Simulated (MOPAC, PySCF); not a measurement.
Intermolecular potential of C2H3N ··· H3O+ (SMILES CC#N and [OH3+]) (charge +1). Monomers: optimised at B3LYP-D3(BJ) (def2-TZVP), held rigid. Orientation: lowest of the rigid-body minima from ten starts at GFN2-xTB. Only R, the distance of the centres of mass, is varied, so the lowest point isn't the relaxed dimer. The table gives interaction energies.

| R / Å | A | B | C |
|---|---|---|---|
| 3.74 | -198.93 | -122.08 | -169.43 |
| 3.96 | -190.88 | -120.86 | -167.83 |
| 4.13 | -174.72 | -111.94 | -156.08 |
| 4.44 | -140.08 | -93.94 | -127.94 |
| 4.76 | -108.31 | -78.03 | -100.95 |
| 5.27 | -72.68 | -58.74 | -69.75 |
| 5.90 | -47.88 | -43.47 | -47.08 |
| 6.93 | -30.00 | -29.15 | -29.83 |
| 8.22 | -19.88 | -19.49 | -19.77 |

Energies in kJ/mol.

Task: Assign the columns to these levels of theory: PM6, restricted, heats of formation run with MOPAC 23.2.5; restricted B3LYP/6-31G*, spherical d, no counterpoise correction run with PySCF; restricted LDA (SVWN5)/6-31G*, spherical d, no counterpoise correction (PySCF).

Result: A is RKS-LDA (SVWN5)/6-31G*; B is PM6; C is RKS-B3LYP/6-31G*.
